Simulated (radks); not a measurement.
Q: All-electron atom: Re XXX in [Kr] 4d10 (the NIST ground configuration). All-electron calculation, scalar-relativistic Kohn-Sham, SCAN, spin-polarised, spherical densities, finite nucleus; meta-GGA in the generalised Kohn-Sham scheme; Fermi nuclear charge, rms radius 5.3698 fm. Program: a radial shooting solver on a logarithmic mesh with Libxc functionals. Some entries of the table are withheld. Estimate them.

orbital,occ.,eigenvalue (hartree),<r^2> (bohr^2)
1s,2,(1),0.0004481
2s,2,-495.8283,(2)
2p,6,-437.3697,0.005714
3s,2,-144.4911,0.04412
3p,6,-127.1208,0.04487
3d,10,-107.4938,0.03721
4s,2,-57.08899,0.1939
4p,6,(3),0.2111
4d,10,(4),0.2204

A: 
(1) 1s eigenvalue (hartree): -2673.495
(2) 2s <r^2> (bohr^2): 0.006877
(3) 4p eigenvalue (hartree): -50.92393
(4) 4d eigenvalue (hartree): -43.35713
